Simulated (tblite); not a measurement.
Compound: C3H8GeO2.
Cartesian coordinates in Å at the GFN2-xTB level; atoms count from 1:
```
atom  x, y, z in Å
C1    -2.2423    0.5838   -0.1171
C2    -0.7536    0.5574    0.0760
O3    -0.1524    1.3909    0.7069
C4    -0.0174   -0.5893   -0.5784
O5     1.3546   -0.5490   -0.3987
Ge6    2.3250    0.6371    0.5134
H7    -2.6783   -0.3647    0.1870
H8    -2.4692    0.7336   -1.1708
H9    -2.6792    1.3931    0.4621
H10   -0.2479   -0.5780   -1.6539
H11   -0.4155   -1.5281   -0.1654
H12    2.0440    0.6178    1.9859
H13    3.6343   -0.0364    0.2173
H14    2.2972    2.0113   -0.0866
```

Level: GFN2-xTB in tblite, geometry and Hessian alike; calculated harmonic values, unscaled, isolated species. The method is semi-empirical: single wavenumbers can be off by several per cent or more. Modes of hydrogen on germanium can be 10 to 20 % off. One conformer, not necessarily the lowest. The optimisation stopped once no atom felt more than 0.01 eV/Å.

Lowest wavenumbers of the output (negative numbers stand for imaginary wavenumbers):
```
mode    cm-1
  1     -48.1
  2      73.9
  3     110.1
  4     153.3
  5     275.3
  6     301.8
  7     406.2
  8     454.2
```

Task: Is this structure a minimum?

Result: Not by this Hessian. 1 mode is imaginary beyond 20i (48i cm⁻¹), so at this level the point lies at or near a first-order saddle. The curvature is small, so loose convergence or finite differences may be the whole cause.

Task: Which atoms move in the imaginary mode?

Result: 48i: H7 (methyl hydrogen) 34 %, H8 (methyl hydrogen) 33 %, H9 (methyl hydrogen) 16 %. These are shares of the mass-weighted motion.

Task: What is the remedy?

Result: Step along that mode in both directions, optimise again with tighter thresholds and repeat the frequencies. The zero-point energy of this point (61.9 kcal/mol) counts the 35 real modes alone, and thermal corrections from it aren't those of a minimum.
